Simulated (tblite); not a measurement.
Species: C5H8F3OP.
Geometry (GFN2-xTB, Å), atoms numbered from 1 in this order:
```
atom  x, y, z in Å
O1    -0.2866    2.3929    1.5151
P2    -0.2853    1.4591    0.3937
C3    -1.7824    0.4583    0.0573
C4    -1.2358   -0.8455   -0.5125
C5    -0.0500   -1.2556    0.3662
C6     0.8284   -0.0207    0.5913
C7     1.9621    0.0922   -0.3939
F8     2.9223   -0.8244   -0.2005
F9     2.5518    1.2958   -0.3148
F10    1.5635   -0.0482   -1.6679
H11    0.0784    2.0146   -0.8293
H12   -2.4695    0.9643   -0.6198
H13   -2.2910    0.3018    1.0126
H14   -1.9948   -1.6276   -0.5236
H15   -0.8951   -0.6858   -1.5366
H16    0.5222   -2.0641   -0.0914
H17   -0.4208   -1.6037    1.3316
H18    1.2738    0.0029    1.5909
```

Computed with GFN2-xTB (tblite): harmonic, unscaled wavenumbers at the GFN2-xTB geometry, gas phase. Against measured fundamentals such values can be off by several per cent, at times by over 20. Modes of hydrogen on phosphorus can be 10 to 20 % off. One conformer, not necessarily the lowest.

Harmonic wavenumbers (cm⁻¹): 44.7, 67.3, 126.3, 175.1, 243.3, 257.9, 294.9, 329.6, 360.5, 431.6, 478.3, 487.5, 541.4, 610.5, 722.3, 736.4, 794.4, 798.6, 870.2, 909.4, 932.9, 946.6, 985.9, 1018.7, 1025.4, 1054.1, 1087.9, 1101.4, 1127.0, 1168.5, 1182.7, 1224.4, 1235.8, 1277.5, 1307.2, 1315.0, 1327.0, 1425.9, 1473.3, 1485.5, 2302.5, 2948.5, 2953.7, 2985.5, 2994.5, 2996.8, 3000.7, 3007.7.

A = 1709, B = 997.1, C = 767.8 MHz; mass 172.026 u (most abundant isotopes); point group C1, symmetry number 1.

Q: Zero-point energy?

A: Half the sum of the wavenumbers: 28086 cm⁻¹ = 80.30 kcal/mol.

Q: What is S at 298.15 K and 1 bar for an ideal gas of classical rigid rotors and harmonic oscillators?

A: Translation 41.36, rotation 29.89, vibration 27.53: S = 98.8 cal/(mol K).

Q: And Cp and H(298.15 K) − H(0)?

A: Cp = 38.91 cal/(mol K), of which vibrations give 30.97 (their classical limit is 48 R = 95.4); H(298.15 K) − H(0) = 6.81 kcal/mol without the zero-point energy, 4.44 from vibrations.

Q: Which modes carry the vibrational entropy at 298.15 K?

A: 44.7 cm⁻¹: 5.04; 67.3 cm⁻¹: 4.23; 126.3 cm⁻¹: 3.00; 175.1 cm⁻¹: 2.38; 243.3 cm⁻¹: 1.78; 257.9 cm⁻¹: 1.68 cal/(mol K); the other 42 give 9.42 together.

Q: Blend soft modes into free rotors: weight 1/[1 + (100 cm⁻¹/ν̃)⁴] for the oscillator and the rest for a rotor with moment μB/(μ + B), μ = h/(8π²ν), B = 10⁻⁴⁴ kg m². What vibrational entropy results?

A: 25.29 cal/(mol K) in place of 27.53, which changes −T·S at 298.15 K by +0.67 kcal/mol.

Q: How do the functions run with temperature in this model?

A: 
| T (K) | S (cal/(mol K)) | Cp (cal/(mol K)) | H − H(0) (kcal/mol) | G − H(0) (kcal/mol) | ln q(vib) |
| --- | --- | --- | --- | --- | --- |
| 100 | 70.2 | 17.6 | 1.24 | -5.77 | 1.57 |
| 200 | 85.6 | 28.1 | 3.52 | -13.59 | 3.93 |
| 300 | 99.0 | 39.1 | 6.88 | -22.82 | 6.41 |
| 500 | 123.7 | 58.1 | 16.72 | -45.15 | 11.52 |
| 800 | 155.1 | 74.9 | 36.94 | -87.14 | 19.01 |
| 1000 | 172.6 | 81.6 | 52.63 | -119.95 | 23.67 |

q(vib) and H(0) count from the zero-point level.

Hindered rotation and anharmonicity are outside this model. Other conformers, if any are populated, would add a mixing term that is left out. The structure is chiral; the term R ln 2 for an equal mix with its mirror image is left out.
